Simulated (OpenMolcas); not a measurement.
## Sn III: terms and fine structure

```
Program             : OpenMolcas
Method              : MS-CASPT2, IPEA 0.25 Eh, imaginary shift 0.1 Eh (closed shells correlated: 4d)
Basis               : ANO-RCC-VQZP [8s7p5d3f2g]
Scalar Hamiltonian  : DKH2, point nucleus
Active space        : 2 electrons in 8 orbitals (5s 5p 6s 6p)
State averaging     : 2S+1 = 3 even, 3 roots; 2S+1 = 1 even, 7 roots; 2S+1 = 3 odd, 3 roots; 2S+1 = 1 odd, 3 roots
Spin-orbit coupling : state interaction with AMFI integrals over the reference wave functions, term energies averaged over their components
```

Spin-free terms above the lowest, with the occupations of the reference (each correlating shell added to its valence partner):

| Configuration | Term | E (cm⁻¹) | Occupations |
| --- | --- | --- | --- |
| 5s² | ¹S | 0.0 | 5s 1.92 5p 0.08 |
| 5s 5p | ³P° | 56470 | 5s 1.00 5p 1.00 |
| 5s 5p | ¹P° | 77920 | 5s 1.00 5p 1.00 |
| 5p² | ³P | 131100 | 5p 2.00 |
| 5p² | ¹D | 131570 | 5p 2.00 |

With spin-orbit coupling, above the lowest level:

```csv
Configuration,Term,J,E (cm⁻¹),Measured (cm⁻¹),g,Term weight %,Second
5s²,¹S,0,0.0,0.0,,100,
5s 5p,³P°,0,53420,53548,,100,
5s 5p,³P°,1,54790,55196,1.498,99,
5s 5p,³P°,2,58010,59229,1.501,100,
5s 5p,¹P°,1,78090,79911,1.003,99,
5p²,³P,0,128170,127308,,100,
5p²,³P,1,129630,130120,1.501,100,
5p²,¹D,2,129940,128205,1.193,62,38 ³P
5p²,³P,2,134220,134567,1.309,62,38 ¹D
```

Against the 8 measured excited levels shown (Moore, Atomic Energy Levels, vol. III, NSRDS-NBS 35 (1971 reprint of NBS Circular 467, 1958)) the mean absolute deviation is 880 cm-1; the largest miss in energy is 5s 5p ¹P°₁: computed 78090, measured 79911 cm⁻¹ (-2.3 %).

Spin-orbit coupling puts the lowest level 7.4 cm⁻¹ below the lowest spin-free term.

CASPT2 does not keep the components of a term degenerate, so their means are used; among the terms shown or strongly mixed into the levels shown the widest spread is 380 cm-1 (5p² ¹D). Over all roots computed the reference weight is 0.86 to 0.94; the roots of lowest weight are the least certain, and an intruder state may touch them. Some levels mix across a computed gap that differs much from the measured one, so their mixing is not that of the real levels. The run also gave levels led by 5s 6s, which use shells meant for correlation; these and all levels above them are left out. The ¹D term of p² mixes with s d, which this space lacks. Computed and measured levels are paired by configuration, term and J; levels that our copy of the source lacks, or whose pairing is in doubt (as where it misses far off the trend of its configuration), stay unpaired and out of the deviations. Levels of configurations outside the active space are missing. The first state left out of the spin-orbit step lies near 180000 cm-1 above the lowest spin-free state of the reference (among the parities and spins computed), and the list stops at four fifths of that energy or lower.

The term weight is that of the spin-free term in the level, not the purity of its configuration. ° marks odd parity.
